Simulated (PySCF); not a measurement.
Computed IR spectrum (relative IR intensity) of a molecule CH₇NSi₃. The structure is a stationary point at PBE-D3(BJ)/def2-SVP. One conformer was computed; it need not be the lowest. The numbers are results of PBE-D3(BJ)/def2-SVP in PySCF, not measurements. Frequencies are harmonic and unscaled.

Lines under 2 % of the strongest are left out, and lines within 2 cm⁻¹ are merged.

```json
[
 {"ν (cm⁻¹)": "200", "relative intensity": "6.4"},
 {"ν (cm⁻¹)": "396", "relative intensity": "6.1"},
 {"ν (cm⁻¹)": "413", "relative intensity": "2.4"},
 {"ν (cm⁻¹)": "454", "relative intensity": "3.8"},
 {"ν (cm⁻¹)": "484", "relative intensity": "4.4"},
 {"ν (cm⁻¹)": "524", "relative intensity": "4.2"},
 {"ν (cm⁻¹)": "554", "relative intensity": "3.9"},
 {"ν (cm⁻¹)": "591", "relative intensity": "13"},
 {"ν (cm⁻¹)": "644", "relative intensity": "6.9"},
 {"ν (cm⁻¹)": "676", "relative intensity": "46"},
 {"ν (cm⁻¹)": "727", "relative intensity": "22"},
 {"ν (cm⁻¹)": "744", "relative intensity": "50"},
 {"ν (cm⁻¹)": "824", "relative intensity": "100"},
 {"ν (cm⁻¹)": "872", "relative intensity": "8.4"},
 {"ν (cm⁻¹)": "896", "relative intensity": "44"},
 {"ν (cm⁻¹)": "901", "relative intensity": "16"},
 {"ν (cm⁻¹)": "1243", "relative intensity": "3.6"},
 {"ν (cm⁻¹)": "1539", "relative intensity": "18"},
 {"ν (cm⁻¹)": "2121", "relative intensity": "52"},
 {"ν (cm⁻¹)": "2137", "relative intensity": "7.8"},
 {"ν (cm⁻¹)": "2143", "relative intensity": "61"},
 {"ν (cm⁻¹)": "2149", "relative intensity": "25"},
 {"ν (cm⁻¹)": "2165", "relative intensity": "33"},
 {"ν (cm⁻¹)": "2170", "relative intensity": "40"},
 {"ν (cm⁻¹)": "2937", "relative intensity": "31"}
]
```

### Question
Identify the compound among the candidates.
A) [SiH3]C1=N[SiH2][SiH2]1
B) C1=N[SiH2][SiH2][SiH2]1
C) [SiH3][Si@H]1N=C[SiH2]1
D) [SiH3][Si@@H]1C=N[SiH2]1

### Answer
C, [SiH3][Si@H]1N=C[SiH2]1
